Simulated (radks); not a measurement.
Task: All-electron atom: Cs+ in [Xe]. All-electron calculation, scalar-relativistic Kohn-Sham, LDA (Slater exchange, VWN5 correlation), spin-polarised, spherical densities, finite nucleus; Fermi nuclear charge, rms radius 4.8041 fm. Program: a radial shooting solver on a logarithmic mesh with Libxc functionals. Some entries of the table are withheld. Estimate them.

orbital  occ.  eigenvalue (hartree)  <1/r> (bohr^-1)  <r> (bohr)
1s          2             -1314.286              (1)         (2)
2s          2             -206.3668            13.63      0.1122
2p          6             -185.2533            13.00     0.09825
3s          2             -43.03982            4.909      0.2995
3p          6             -36.24286            4.664      0.2973
3d         10                   (3)            4.421      0.2737
4s          2              -8.26963              (4)      0.6950
4p          6              -6.09341            1.857      0.7399
4d         10              -2.92440            1.584      0.8373
5s          2              -1.18270           0.7595       1.733
5p          6              -0.69208           0.6288         (5)
6s          0              -0.20745           0.2736       4.634
5d          0              -0.16425           0.3534       3.637
6p          0              -0.12278           0.2089       6.087
4f          0                   (6)          0.07447       16.09

Result: 
(1) 1s <1/r> (bohr^-1): 59.34
(2) 1s <r> (bohr): 0.02613
(3) 3d eigenvalue (hartree): -26.23394
(4) 4s <1/r> (bohr^-1): 2.020
(5) 5p <r> (bohr): 2.068
(6) 4f eigenvalue (hartree): -0.03275
